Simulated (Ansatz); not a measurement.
Geometry optimisation, Ansatz 0.2.0, RKS B3LYP/def2-SVP.

input.yaml

```yaml
crystal:
  periodic: [false, false, false]
  atoms:
    - { symbol: B, position_ang: [-0.009438, -0.350286, -0.129658] }
    - { symbol: H, position_ang: [-0.093054, -0.656308, 1.027186] }
    - { symbol: O, position_ang: [1.187175, -0.297593, -0.775885] }
    - { symbol: H, position_ang: [1.930035, -0.537313, -0.21207] }
    - { symbol: O, position_ang: [-1.120198, -0.112843, -0.881932] }
    - { symbol: H, position_ang: [-1.940271, -0.210197, -0.386673] }
    - { symbol: "N", position_ang: [0.021, 2.095546, 1.15001] }
    - { symbol: H, position_ang: [0.907037, 2.132255, 0.645675] }
    - { symbol: H, position_ang: [-0.707583, 2.161646, 0.43937] }
    - { symbol: H, position_ang: [-0.045903, 1.139192, 1.544876] }
basis:
  gaussian: { orbitals: def2-SVP }
hamiltonian:
  xc: b3lyp
relax:
  f_tol: 0.03
  max_steps: 50
output:
  orbitals: {}
```

Run as:

```bash
$ ansatz run input.yaml --threads 2 --pin off --max-ram 3072MiB --backend cpu --events-out ev --progress --plain --runs-dir out
```

Where does it end, and by what steps?

The run converged. After 6 steps the energy has fallen by 0.162 eV; H10 moved furthest, 0.68 Å.

| step | energy less start (eV) | largest force component (eV/Å) | accepted |
| --- | --- | --- | --- |
| 0 | 0.0000 | 0.899 | yes |
| 1 | -0.1094 | 0.361 | yes |
| 2 | -0.1111 | 0.900 | yes |
| 3 | -0.1388 | 0.775 | yes |
| 4 | -0.1541 | 0.416 | yes |
| 5 | -0.1567 | 0.311 | yes |
| 6 | -0.1624 | 0.015 | yes |

```xyz
10
Properties=species:S:1:pos:R:3
B -0.023 -0.530 -0.217
H -0.122 -1.145 0.825
O 1.189 -0.260 -0.770
H 1.924 -0.607 -0.253
O -1.120 -0.102 -0.897
H -1.946 -0.342 -0.465
N 0.062 2.372 1.143
H 0.905 2.097 0.637
H -0.707 2.170 0.502
H -0.033 1.711 1.916
```

Whether the end is a true minimum wasn't checked by a vibrational analysis.

Time of the run: 15 s on 2 threads of Arm Neoverse V1 (shared host), peak memory 0.16 GiB.
